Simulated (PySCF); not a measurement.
## A thermochemical cycle for CuO

PBE in PySCF with def2-TZVPPD on every atom, for the lowest determinant that a PBE0 search found; no spin–orbit coupling. CuO, a doublet (π ↑), has De = 3.32 eV to neutral atoms, and CuO⁺, a triplet (π ↑↑), has De = 2.06 eV to Cu⁺ (3d10) + O.

The adiabatic ionisation energy of CuO, between the minima, is 9.42 eV.

Task: Which ionisation energy of the Cu atom does this level give?

Result: IE(Cu) = IE(molecule) + De(ion) − De(neutral) = 9.42 + 2.06 − 3.32 = 8.16 eV; the measured value is 7.726 eV (NIST ASD).

For an ion De counts to the pair picked by the measured ionisation energies or electron affinities, which need not be the lowest pair at this level. With d or f electrons several states lie close, and the lowest PBE0 determinant need not be the measured ground state.
